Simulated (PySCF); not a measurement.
# Iodine: a sound run and one with changed settings

Sound run: I⁺ [Kr] 4d10 5s2 5p4, I²⁺ [Kr] 4d10 5s2 5p3. All numbers are calculated (PySCF 2.14, a scalar-relativistic core potential, in def2-TZVP with the def2 core potential (28 electrons) (6s5p3d2f, 50 functions)). The sound run starts from symmetry-adapted Hartree-Fock orbitals and uses a fine grid where one is needed.

A second run was set up differently.

```tsv
species	method	sound run (hartree)	changed run (hartree)	converged
I⁺	UHF	-296.30757	-296.30757	yes
I⁺	PBE	-297.27941	-297.27826	yes
I⁺	B3LYP	-297.38769	-297.38808	yes
I²⁺	UHF	-295.65756	-295.65756	yes
I²⁺	PBE	-296.59117	-296.59005	yes
I²⁺	B3LYP	-296.69258	-296.69302	yes
```

Ionisation energy of I⁺:

```csv
method,sound run (eV),changed run (eV)
UHF,17.688,17.688
PBE,18.728,18.727
B3LYP,18.915,18.913
```

Task: What was changed?
A. radial grid too coarse
B. level shift left on
C. a valence shell is frozen
D. basis contracted for another Hamiltonian

Result: A. It used radial step 0.3 in ln r (0.13 in the sound run). A coarse radial grid mis-integrates the density and the exchange-correlation energy, with errors of either sign; Hartree-Fock needs no grid.
